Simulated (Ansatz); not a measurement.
Name a neutral molecule of B, Br, C, O and H with LUMO energy (PBE/def2-TZVPP) between -1.35 and -1.05 eV and LUMO energy (PBE0/def2-TZVPP) between -0.35 and -0.05 eV (Ansatz, PBE0-D4/def2-TZVP geometry).

`BrB1CCO1` (-1.19 eV, -0.21 eV); `OBCCBr` (-1.23 eV, -0.22 eV); `OB1OC(Br)O1` (-1.23 eV, -0.20 eV). Other molecules can fit too; these were computed, each in one conformer that needn't be the lowest.
